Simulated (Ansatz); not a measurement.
Geometry optimisation, RKS PBE0-D4/6-31G (Ansatz).

Input:

```yaml
crystal:
  periodic: [false, false, false]
  atoms:
    - { symbol: F, position_ang: [0.5496, -1.0014, 1.5733] }
    - { symbol: B, position_ang: [0.1887, -0.7025, 0.1634] }
    - { symbol: F, position_ang: [-1.1291, -1.2859, -0.1772] }
    - { symbol: F, position_ang: [1.2959, -1.279, -0.6795] }
    - { symbol: S, position_ang: [0.1316, 1.1234, -0.1462] }
    - { symbol: H, position_ang: [1.36988, 1.68449, 0.14748] }
    - { symbol: H, position_ang: [-0.82629, 1.69995, 0.60357] }
basis:
  gaussian: { orbitals: "6-31G" }
hamiltonian:
  xc: pbe0
  dispersion: d4
relax:
  f_tol: 0.015
  max_steps: 40
```

Run as:

```bash
$ ansatz run input.yaml --threads 1 --pin off --max-ram 2048MiB --backend cpu --events-out ev --progress --plain --runs-dir out
```

Problem. Where does it end, and by what steps?

Solution. The forces met the threshold. Limits of this set-up: no polarisation functions. After 9 steps the energy has fallen by 1.270 eV; B2 moved furthest, 0.44 Å. Parted: B2–S5.

```tsv
step	energy less start (eV)	largest force component (eV/Å)	accepted
0	0.0000	6.400	yes
1	-0.7270	2.694	yes
2	-1.1001	1.226	yes
3	-1.2167	0.524	yes
4	-1.2554	0.133	yes
5	-1.2662	0.162	yes
6	-1.2686	0.097	yes
7	-1.2583	0.352	no
8	-1.2699	0.034	yes
9	-1.2702	0.014	yes
```

```xyz
7
Properties=species:S:1:pos:R:3
F 0.499 -1.010 1.521
B 0.219 -1.142 0.195
F -1.059 -1.411 -0.179
F 1.237 -1.399 -0.665
S 0.103 1.429 -0.316
H 1.276 1.881 0.231
H -0.695 1.892 0.698
```

Whether the end is a true minimum wasn't checked by a vibrational analysis.

The run took 24 s on 1 thread of Arm Neoverse V1 (shared host), peak memory 0.22 GiB.
